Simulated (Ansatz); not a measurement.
Computed with Ansatz on PBE0-D4/def2-TZVP structures; ΔE is electronic, products minus reactants. CCSD(T)/CBS adds triple-zeta CCSD(T) − MP2 to the extrapolated MP2 energy (def2 sets, frozen cores). This one scheme is used for every species. Functionals use def2-TZVPP. B3LYP here is the variant with VWN-RPA as its local correlation; programs differ in this. HSE06 is defined as in plane-wave codes. For Se outer-core shells are correlated without core-valence functions, which leaves a few kJ/mol of doubt a bond. Scalar relativity is left out up to krypton. One conformer a species, not always the lowest.

Reaction (formal exchange of groups at the Se–C bond): `OC(F)[SeH]` + `ClB(Cl)Cl` → `ClB(Cl)[SeH]` + `OC(F)Cl`

`OC(F)[SeH]`:

```xyz
7

O    -0.858    1.218    0.107
C    -0.288    0.069   -0.337
F    -0.980   -1.032    0.089
Se    1.578   -0.067    0.316
H    -0.770    1.261    1.067
H    -0.308    0.079   -1.426
H     1.625   -1.527    0.184
```

`ClB(Cl)Cl`:

```xyz
4

Cl   -1.234    1.190   -0.281
B     0.000    0.000    0.000
Cl    1.293    0.335    1.111
Cl   -0.059   -1.525   -0.830
```

`ClB(Cl)[SeH]`:

Z-matrix (Å, degrees):
```
B
Cl 1 1.744
Se 1 1.927 2 122.8
Cl 1 1.746 2 119.8 3 -180.0
H 3 1.468 1 95.0 2 0.0
```

`OC(F)Cl`:

```xyz
6

O    -0.915    0.449   -0.477
C     0.294   -0.053   -0.163
F     0.273   -1.409   -0.116
Cl    0.874    0.511    1.439
H    -1.543    0.234    0.224
H     1.018    0.269   -0.908
```

```json
{"level": "revPBE-D4", "ΔE (kJ/mol)": "11.3", "difference from CCSD(T)/CBS": "0.6"}
{"level": "r2SCAN-D4", "ΔE (kJ/mol)": "11.1", "difference from CCSD(T)/CBS": "0.4"}
{"level": "B3LYP-D4", "ΔE (kJ/mol)": "13.9", "difference from CCSD(T)/CBS": "3.2"}
{"level": "r2SCAN0-D4", "ΔE (kJ/mol)": "10.2", "difference from CCSD(T)/CBS": "-0.5"}
{"level": "CAM-B3LYP-D4", "ΔE (kJ/mol)": "14.6", "difference from CCSD(T)/CBS": "3.9"}
{"level": "B3LYP", "ΔE (kJ/mol)": "14.9", "difference from CCSD(T)/CBS": "4.2"}
{"level": "r2SCANh", "ΔE (kJ/mol)": "10.9", "difference from CCSD(T)/CBS": "0.2"}
{"level": "HSE06", "ΔE (kJ/mol)": "10.1", "difference from CCSD(T)/CBS": "-0.6"}
{"level": "RPA@PBE/def2-TZVPP", "ΔE (kJ/mol)": "13.5", "difference from CCSD(T)/CBS": "2.8"}
{"level": "HF/def2-SVP", "ΔE (kJ/mol)": "16.7", "difference from CCSD(T)/CBS": "6.0"}
{"level": "CCSD/def2-SVP", "ΔE (kJ/mol)": "17.5", "difference from CCSD(T)/CBS": "6.8"}
{"level": "HF/def2-TZVPP", "ΔE (kJ/mol)": "13.1", "difference from CCSD(T)/CBS": "2.4"}
{"level": "MP2/def2-TZVPP", "ΔE (kJ/mol)": "12.5", "difference from CCSD(T)/CBS": "1.8"}
{"level": "CCSD(T)/def2-TZVPP", "ΔE (kJ/mol)": "13.3", "difference from CCSD(T)/CBS": "2.6"}
{"level": "MP2/def2-QZVPP", "ΔE (kJ/mol)": "11.1", "difference from CCSD(T)/CBS": "0.4"}
{"level": "CCSD/CBS(def2)", "ΔE (kJ/mol)": "11.3", "difference from CCSD(T)/CBS": "0.6"}
{"level": "CCSD(T)/CBS", "ΔE (kJ/mol)": "10.7", "difference from CCSD(T)/CBS": "0"}
```

Largest T1 diagnostic among the species: 0.011.

Leaving LDA and LC-ωPBE aside and taking each functional with its dispersion term where it has one, the values, not all of them listed here, spread over 5.5 kJ/mol, from HSE06-D4 to BLYP-D4. At CCSD(T), def2-SVP lies +6.2 kJ/mol from the extrapolated value and def2-TZVPP +2.6 kJ/mol.
